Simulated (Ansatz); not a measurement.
Correlation energies of `BOCC` by basis set

Z-matrix (Å, degrees):
```
C
O 1 1.421
C 1 1.509 2 110.2
H 1 1.096 2 109.5 3 122.6
H 1 1.094 2 107.0 3 -120.3
B 2 1.339 1 122.3 3 -115.4
H 3 1.092 1 110.8 2 63.5
H 3 1.092 1 110.6 2 -56.8
H 3 1.092 1 110.1 2 -176.6
H 6 1.197 2 117.0 1 179.4
H 6 1.204 2 120.2 1 -0.6
```

The species carries charge 0 and has multiplicity 1. Geometry: relaxed with PBE0-D4/def2-TZVP. It is one conformer, not always the lowest. Frozen core, restricted reference, Ansatz. CBS rows extrapolate triple and quadruple zeta; past MP2 they add the triple-zeta difference.

```csv
basis,HF (Eh),MP2 corr.,CCSD corr.,(T),CCSD(T) total
def2-SVP,-179.25434,-0.55908,-0.60761,-0.01619,-179.87814
def2-TZVPP,-179.46040,-0.69200,-0.73166,-0.02677,-180.21883
def2-QZVPP,-179.46939,-0.73960,–,–,–
CBS(def2),-179.47063,-0.77486,-0.81451,as TZ,-180.31191
```
